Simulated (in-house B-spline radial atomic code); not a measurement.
Binding energies in Sb⁹⁺

NIST's tabulated ground configuration is [Kr] 4d6; each binding energy is the energy of the ion with one electron taken from that subshell, relaxed, less that of the parent. Computed with a B-spline radial code for spherical atoms: Dirac-Hartree-Fock, average of configuration, Fermi nucleus of rms radius 4.6802 fm. Energies include first-order Breit, QED and recoil terms.

```tsv
subshell	X-ray name	binding energy (eV)	-ε (eV)	relaxation (eV)
1s	K	30669.6	30831.4	59.3
2s	L1	4884.5	4924.1	28.9
2p1/2	L2	4561.4	4604.1	32.3
2p3/2	L3	4312.9	4351.2	31.1
3s	M1	1122.7	1134.1	9.6
3p1/2	M2	990.6	1002.3	10.1
3p3/2	M3	943.5	954.1	9.6
4s	N1	322.4	324.5	1.7
4p1/2	N2	273.5	275.4	1.6
4p3/2	N3	264	265.6	1.5
4d	N4,5	187.5	188.7	1.2
```

Relaxation = -ε minus the binding energy without Breit, QED and recoil terms.

Emission lines follow as differences of binding energies, with λ = 12398.42 eV·Å / E:

```
 line       holes  energy (eV)  wavelength (Å)
 K-L3  1s → 2p3/2      26356.7         0.47041
 K-L2  1s → 2p1/2      26108.2         0.47489
 K-M3  1s → 3p3/2      29726.1         0.41709
L1-M3  2s → 3p3/2       3941.0           3.146
L3-M1  2p3/2 → 3s       3190.2          3.8864
```

**Question.** What screening constant σ does Moseley's law, E = (3/4)·13.6057 eV·(Z - σ)², need for K-L3?

**Answer.** σ = 0.18.

Moseley's non-relativistic formula needs a falling, then negative, screening constant for heavy elements, because relativity binds the 1s electron more strongly than the formula allows.

**Question.** What does it cost to remove both a 2p1/2 and a 3s electron?

**Answer.** 5751 eV, which is 66.97 eV more than the two single binding energies together.

**Question.** What does it cost to remove both a 1s and a 3p3/2 electron?

**Answer.** 31689 eV, which is 76.02 eV more than the two single binding energies together.

**Question.** What does it cost to remove both a 3s and a 4p1/2 electron?

**Answer.** 1427.8 eV, which is 31.62 eV more than the two single binding energies together.
